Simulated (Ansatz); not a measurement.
# CH9N2Si+: structure from calculated spectroscopic constants

These gas-phase data were calculated for one isomer of CH9N2Si+ at BLYP-D3(BJ)/def2-SVP (harmonic, unscaled wavenumbers; equilibrium rotational constants with average atomic masses):

* rotational constants: 5.338, 5.226, 3.143 GHz
* all wavenumbers above 1500 cm⁻¹: 3558, 3471, 3401, 3397, 3304, 3055, 3051, 2964, 2252, 1577, 1570

Candidates:

(1) `C[NH2+][SiH2]N`, a singlet
(2) `C[Si@H](N)[NH3+]`, a singlet

Q: Which structure fits?

A: Candidate (2). 5 modes lie between 3250 and 3800 cm⁻¹, one for each N–H bond, while (1) has 4.

The same quantities for all candidates:

|  | rotational constants (GHz) | wavenumbers above 1500 cm⁻¹ | E above the lowest, BLYP-D3(BJ)/def2-SVP (kcal/mol) |
| --- | --- | --- | --- |
| (1) | 9.231, 3.424, 2.85 | 3558, 3471, 3363, 3310, 3106, 3101, 2998, 2273, 2242, 1562 | 15.6 |
| (2) | 5.338, 5.226, 3.143 | 3558, 3471, 3401, 3397, 3304, 3055, 3051, 2964, 2252, 1577, 1570 | 0.0 |

Each candidate is one conformer. Programs: Ansatz 0.2.0.
